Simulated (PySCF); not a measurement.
Al(NHMe)(OH)2 (CH6AlNO2), SMILES C[NH][Al]([OH])[OH]. Atoms are numbered in the order given.

```xyz
11

Al     0.0116     0.5294     0.0000
N      0.7297    -1.0894     0.0000
C      0.0141    -2.3549     0.0000
H      1.7375    -1.2166     0.0000
H      0.2369    -2.9736    -0.8910
H      0.2369    -2.9736     0.8910
H     -1.0713    -2.1706     0.0000
O     -1.6885     0.6155     0.0000
H     -2.1844     1.4379     0.0000
O      0.9171     1.9726     0.0000
H      1.8722     2.0644     0.0000
```

Geometry: B3LYP-D3(BJ)/def2-SVP. The structure was generated by enumeration; whether it is a known compound was not checked. Other conformers were not sampled.

These are PBE/pcSseg-1 (PySCF) values and carry that method's errors.

GIAO shieldings, no solvent; atoms listed in one row are averaged. δ = σ(ref) − σ: ¹⁵N against NH3 (σ = 267.0 ppm); ¹³C against TMS (σ = 182.0 ppm); ¹H against TMS (σ = 31.49 ppm); ¹⁷O against H2O (σ = 334.3 ppm), references at their B3LYP-D3(BJ)/def2-TZVP geometries, non-relativistic.

Computed chemical shifts:
```csv
nucleus,atoms,count,δ (ppm)
¹⁵N,N2,1,23.0
¹³C,C3,1,36.2
¹H,"H5, H6, H7",3,3.17
¹H,"H9, H11",2,1.17
¹H,H4,1,-0.12
¹⁷O,O10,1,12.4
¹⁷O,O8,1,2.7
```
